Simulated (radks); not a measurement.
Problem. The mean radii <r> (bohr) of the occupied orbitals of an atom or ion are listed with their occupations. Method: Dirac Kohn-Sham, BLYP, spin-unpolarised, spherical densities, point nucleus; computed with a radial shooting solver on a logarithmic mesh with Libxc functionals.

| orbital | occ. | <r> |
|---|---|---|
| 1s1/2 | 2 | 0.05589 |
| 2s1/2 | 2 | 0.2350 |
| 2p1/2 | 1 | 0.2001 |

Name the element and its charge. Open shells, if any, fill j = l - 1/2 first.

Solution. Z = 27, cobalt, charge +22: Co22+ in [He] 2s2 2p1. The 1s radius gives Z: for a bare nucleus <r> = (2 gamma + 1)/(2Z) with gamma = sqrt(1 - (Z/c)^2), 0.05483 bohr for Z = 27, and screening makes it slightly larger (0.05589 here). The occupations add up to 5, and the charge is Z minus that.
